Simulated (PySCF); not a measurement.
CH5AlFNO. Atoms are numbered in the order given.

```xyz
10

Al    -0.0330    -0.5362     0.0000
F     -1.0766    -1.8332     0.0000
N     -0.6843     1.0996     0.0000
C      0.0697     2.3407     0.0000
H     -1.6889     1.2534     0.0000
H     -0.1345     2.9641    -0.8915
H     -0.1345     2.9641     0.8915
H      1.1491     2.1226     0.0000
O      1.6474    -0.7490     0.0000
H      2.1195    -1.5841     0.0000
```
Charge 0, spin multiplicity 1.

The structure is a stationary point at r2SCAN-D4/def2-SVP. The structure was generated by enumeration; whether it is a known compound was not checked. One conformer was computed; it need not be the lowest.

These are PySCF with TDDFT-B3LYP/def2-SVPD values and carry that method's errors.

Vertical excitations. Isolated molecule, no solvent. State labels are in the subgroup Cs.

```tsv
state	symmetry	energy (eV)	λ (nm)	f	main pairs
S1	A"	4.80	258	0.018	HOMO→LUMO 99 %
S2	A"	6.39	194	0.000	HOMO→LUMO+2 81 %, HOMO→LUMO+3 14 %
S3	A"	6.65	186	0.024	HOMO→LUMO+3 84 %
S4	A'	6.70	185	0.122	HOMO→LUMO+1 97 %
S5	A"	7.12	174	0.050	HOMO−1→LUMO 97 %
S6	A"	7.26	171	0.002	HOMO→LUMO+4 91 %
S7	A'	7.43	167	0.034	HOMO−2→LUMO 93 %
S8	A"	7.77	160	0.014	HOMO→LUMO+5 96 %
S9	A'	7.96	156	0.060	HOMO−3→LUMO 92 %
S10	A'	8.20	151	0.056	HOMO→LUMO+7 96 %
T1	A"	4.53	274	0	HOMO→LUMO 96 %
T2	A'	5.77	215	0	HOMO→LUMO+1 97 %
T3	A"	6.26	198	0	HOMO→LUMO+2 78 %, HOMO→LUMO+3 14 %
T4	A"	6.50	191	0	HOMO→LUMO+3 79 %
```
Triplets are in the Tamm–Dancoff approximation, which puts them higher than full response would, so one can lie above its singlet here.
